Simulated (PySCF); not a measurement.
Be⁺: ionisation energy

Be⁺ [He] 2s1 (2S) → Be²⁺ 1s2 (1S), as a difference of total energies. Computed with PySCF 2.14 in dyall-acv3z (15s9p4d2f, 76 functions), with the spin-free X2C one-electron Hamiltonian (Gaussian nucleus). Correlated levels: valence and next inner shell: nothing frozen; virtual orbitals above 40 to 60 times the deepest correlated orbital energy dropped. The calculations carry no spin-orbit coupling.

```csv
method,ionisation energy (eV),error (eV)
UHF,18.130,-0.081
MP2 (valence and next inner shell),18.195,-0.016
SCS-MP2 (valence and next inner shell),18.187,-0.024
CCSD (valence and next inner shell),18.203,-0.008
CCSD(T) (valence and next inner shell),18.204,-0.007
```

Reference: 18.211 eV (measured; NIST Atomic Spectra Database, ionization energies).

Errors of the correlated levels include the incompleteness of this basis.
